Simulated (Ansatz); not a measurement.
Cartesian coordinates in Å:
```
C -0.538 -1.998 0.239
Si 0.081 -0.385 0.930
C 0.176 0.894 -0.421
N -0.045 1.013 -1.652
C 0.461 2.232 -0.934
H -1.532 -1.872 -0.195
H -0.598 -2.758 1.021
H 0.130 -2.361 -0.544
H -0.820 0.166 1.976
H 1.449 -0.502 1.501
H -0.249 3.040 -0.781
H 1.485 2.532 -1.141
```

Total charge 0; spin multiplicity 1.

Problem. List the PBE/def2-TZVPP orbital energies in eV (the Gaussian-basis code of Ansatz). (Estimate.)

Solution. Ansatz gave: Occupied: -1779.85, -380.97, -270.05, -269.71, -268.89, -137.61, -94.36, -94.33, -94.31, -24.88, -17.66, -15.55, -14.34, -11.69, -11.51, -10.93, -10.32, -9.99, -8.58, -8.51, -8.15, -7.12, -6.18. Lowest empty: -2.00, -0.28, 0.19, 1.01, 1.33, 1.48, 1.58, 1.76.
